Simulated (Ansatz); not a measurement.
Ansatz (a first-principles code) input file for Ta(F)4(SH) (F4HSTa), SMILES [F][Ta]([F])([F])([F])[SH], multiplicity 1, B3LYP-D3(BJ)/def2-SVP. 

Ansatz 0.2 input:
```yaml
crystal:
  periodic: [false, false, false]
  atoms:
    - {symbol: Ta, position_ang: [0.00878409, -0.26072058, -0.00000000]}
    - {symbol: F, position_ang: [1.79545921, 0.01318197, 0.00000001]}
    - {symbol: F, position_ang: [-1.78161539, -0.37210134, -0.00000001]}
    - {symbol: F, position_ang: [0.08879067, -0.80630680, -1.73926872]}
    - {symbol: F, position_ang: [0.08879065, -0.80630679, 1.73926872]}
    - {symbol: S, position_ang: [-0.21507406, 2.14442581, -0.00000000]}
    - {symbol: H, position_ang: [1.07712026, 2.46558594, 0.00000000]}
basis:
  gaussian:
    orbitals: def2-SVP
hamiltonian:
  xc: b3lyp
  dispersion: d3bj
relax: {f_tol: 0.002, max_steps: 200}
```

It prints:

```
Functional definition: B3LYP
integrals: 0.07 GiB planned
1128 factors; integrals over basis functions are off by at most 3.3e-4 eV
mean field: 0.54 GiB planned
mean field evaluation 1: about -23259.6397 eV, gradient 6.9e1 eV
mean field evaluation 2: about -23217.0484 eV, gradient 1.8e2 eV
mean field evaluation 4: about -23267.5978 eV, gradient 6.2e0 eV
mean field evaluation 8: about -23267.7594 eV, gradient 4.4e-1 eV
mean field evaluation 16: about -23267.7599 eV, gradient 3.1e-5 eV
mean field -23267.75986437 eV, -855.0744035616 hartree, gradient 3.1e-5 eV, S^2 0.000000; 0 other end points of the search recorded, 0 dependent functions left out
the calculation of the forces begins
reference -23267.76016253 eV, -855.0744145185 hartree; 33, 33 occupied and 78, 78 virtual orbitals, 1128 factors
relax step   1: F+E_penalty+E_count = -23268.06120382 eV  Δ(F+E_penalty+E_count) = +0.000e0 eV  max|allowed force component| = 3.981e0 eV/Å  Δτ_max = 0.0000 Å  (30 SCF iters, accepted)
these checks for a lower state are left out or cut short: starts, cluster_reference, orbital_swaps, neighbouring_geometries, increment
integrals: 0.07 GiB planned
1128 factors; integrals over basis functions are off by at most 3.2e-4 eV
mean field: 0.54 GiB planned
mean field -23268.25452056 eV, -855.0925818413 hartree, gradient 2.6e-5 eV, S^2 0.000000; 0 other end points of the search recorded, 0 dependent functions left out
the calculation of the forces begins
reference -23268.25482092 eV, -855.0925928792 hartree; 33, 33 occupied and 78, 78 virtual orbitals, 1128 factors
relax step   2: F+E_penalty+E_count = -23268.55110150 eV  Δ(F+E_penalty+E_count) = -4.899e-1 eV  max|allowed force component| = 1.071e0 eV/Å  Δτ_max = 0.1942 Å  (37 SCF iters, accepted)
these checks for a lower state are left out or cut short: starts, cluster_reference, orbital_swaps, neighbouring_geometries, increment
integrals: 0.07 GiB planned
1128 factors; integrals over basis functions are off by at most 3.6e-4 eV
mean field: 0.54 GiB planned
mean field evaluation 32: about -23268.3833 eV, gradient 8.0e-3 eV
mean field -23268.38327019 eV, -855.0973133028 hartree, gradient 2.0e-5 eV, S^2 0.000000; 0 other end points of the search recorded, 0 dependent functions left out
the calculation of the forces begins
reference -23268.38357227 eV, -855.0973244041 hartree; 33, 33 occupied and 78, 78 virtual orbitals, 1128 factors
relax step   3: F+E_penalty+E_count = -23268.67841166 eV  Δ(F+E_penalty+E_count) = -1.273e-1 eV  max|allowed force component| = 5.701e-1 eV/Å  Δτ_max = 0.1950 Å  (34 SCF iters, accepted)
these checks for a lower state are left out or cut short: starts, cluster_reference, orbital_swaps, neighbouring_geometries, increment
integrals: 0.07 GiB planned
1128 factors; integrals over basis functions are off by at most 3.6e-4 eV
mean field: 0.54 GiB planned
mean field -23268.40022805 eV, -855.0979364928 hartree, gradient 1.5e-5 eV, S^2 0.000000; 0 other end points of the search recorded, 0 dependent functions left out
the calculation of the forces begins
reference -23268.40052980 eV, -855.0979475818 hartree; 33, 33 occupied and 78, 78 virtual orbitals, 1128 factors
relax step   4: F+E_penalty+E_count = -23268.69540913 eV  Δ(F+E_penalty+E_count) = -1.700e-2 eV  max|allowed force component| = 3.111e-1 eV/Å  Δτ_max = 0.0215 Å  (34 SCF iters, accepted)
these checks for a lower state are left out or cut short: starts, cluster_reference, orbital_swaps, neighbouring_geometries, increment
integrals: 0.07 GiB planned
1128 factors; integrals over basis functions are off by at most 3.5e-4 eV
mean field: 0.54 GiB planned
mean field -23268.40638906 eV, -855.0981629058 hartree, gradient 9.9e-6 eV, S^2 0.000000; 0 other end points of the search recorded, 0 dependent functions left out
the calculation of the forces begins
reference -23268.40669055 eV, -855.0981739854 hartree; 33, 33 occupied and 78, 78 virtual orbitals, 1128 factors
relax step   5: F+E_penalty+E_count = -23268.70102456 eV  Δ(F+E_penalty+E_count) = -5.615e-3 eV  max|allowed force component| = 2.296e-1 eV/Å  Δτ_max = 0.0840 Å  (33 SCF iters, accepted)
these checks for a lower state are left out or cut short: starts, cluster_reference, orbital_swaps, neighbouring_geometries, increment
integrals: 0.07 GiB planned
1128 factors; integrals over basis functions are off by at most 3.4e-4 eV
mean field: 0.54 GiB planned
mean field -23268.41218894 eV, -855.0983760473 hartree, gradient 1.1e-5 eV, S^2 0.000000; 0 other end points of the search recorded, 0 dependent functions left out
the calculation of the forces begins
reference -23268.41249035 eV, -855.0983871239 hartree; 33, 33 occupied and 78, 78 virtual orbitals, 1128 factors
relax step   6: F+E_penalty+E_count = -23268.70713026 eV  Δ(F+E_penalty+E_count) = -6.106e-3 eV  max|allowed force component| = 1.174e-1 eV/Å  Δτ_max = 0.0243 Å  (34 SCF iters, accepted)
these checks for a lower state are left out or cut short: starts, cluster_reference, orbital_swaps, neighbouring_geometries, increment
integrals: 0.07 GiB planned
1128 factors; integrals over basis functions are off by at most 3.4e-4 eV
mean field: 0.54 GiB planned
mean field evaluation 64: about -23268.4130 eV, gradient 5.2e-4 eV
mean field -23268.41297503 eV, -855.0984049356 hartree, gradient 1.4e-5 eV, S^2 0.000000; 0 other end points of the search recorded, 0 dependent functions left out
the calculation of the forces begins
reference -23268.41327654 eV, -855.0984160158 hartree; 33, 33 occupied and 78, 78 virtual orbitals, 1128 factors
relax step   7: F+E_penalty+E_count = -23268.70816299 eV  Δ(F+E_penalty+E_count) = -1.033e-3 eV  max|allowed force component| = 2.814e-2 eV/Å  Δτ_max = 0.0169 Å  (34 SCF iters, accepted)
these checks for a lower state are left out or cut short: starts, cluster_reference, orbital_swaps, neighbouring_geometries, increment
integrals: 0.07 GiB planned
1128 factors; integrals over basis functions are off by at most 3.4e-4 eV
mean field: 0.54 GiB planned
mean field -23268.41308605 eV, -855.0984090155 hartree, gradient 1.4e-5 eV, S^2 0.000000; 0 other end points of the search recorded, 0 dependent functions left out
the calculation of the forces begins
reference -23268.41338756 eV, -855.0984200958 hartree; 33, 33 occupied and 78, 78 virtual orbitals, 1128 factors
relax step   8: F+E_penalty+E_count = -23268.70821368 eV  Δ(F+E_penalty+E_count) = -5.069e-5 eV  max|allowed force component| = 1.320e-2 eV/Å  Δτ_max = 0.0040 Å  (35 SCF iters, accepted)
these checks for a lower state are left out or cut short: starts, cluster_reference, orbital_swaps, neighbouring_geometries, increment
integrals: 0.07 GiB planned
1128 factors; integrals over basis functions are off by at most 3.4e-4 eV
mean field: 0.54 GiB planned
mean field -23268.41308463 eV, -855.0984089631 hartree, gradient 1.2e-5 eV, S^2 0.000000; 0 other end points of the search recorded, 0 dependent functions left out
the calculation of the forces begins
reference -23268.41338614 eV, -855.0984200436 hartree; 33, 33 occupied and 78, 78 virtual orbitals, 1128 factors
relax step   9: F+E_penalty+E_count = -23268.70821818 eV  Δ(F+E_penalty+E_count) = -4.494e-6 eV  max|allowed force component| = 1.673e-3 eV/Å  Δτ_max = 0.0008 Å  (27 SCF iters, accepted)
integrals: 0.07 GiB planned
1128 factors; integrals over basis functions are off by at most 3.4e-4 eV
mean field: 0.54 GiB planned
mean field evaluation 96: about -23268.4131 eV, gradient 7.9e-3 eV
mean field -23268.41308463 eV, -855.0984089631 hartree, gradient 1.2e-5 eV, S^2 0.000000; 1 other end points of the search recorded, 0 dependent functions left out
the calculation of the forces begins
reference -23268.41338614 eV, -855.0984200436 hartree; 33, 33 occupied and 78, 78 virtual orbitals, 1128 factors
Total energy: -23268.70851969 eV, -855.1092660015 hartree
Atom 0 at     0.021492    -0.161403     0.000000 Å, force    -0.001673     0.000779    -0.000000 eV/Å
Atom 1 at     1.893778     0.110216     0.000000 Å, force     0.000766    -0.000319    -0.000000 eV/Å
Atom 2 at    -1.863984    -0.208203    -0.000000 Å, force     0.000997     0.000566    -0.000000 eV/Å
Atom 3 at     0.103820    -1.037333    -1.649795 Å, force     0.000400    -0.000013    -0.000310 eV/Å
Atom 4 at     0.103820    -1.037333     1.649795 Å, force     0.000400    -0.000013     0.000310 eV/Å
Atom 5 at    -0.259911     2.211096    -0.000000 Å, force    -0.001599    -0.000197    -0.000000 eV/Å
Atom 6 at     1.063241     2.500718     0.000000 Å, force     0.000708    -0.000802    -0.000000 eV/Å
Dipole moment:     0.176966     0.155348    -0.000000 e Å
```

Self-consistency was reached.
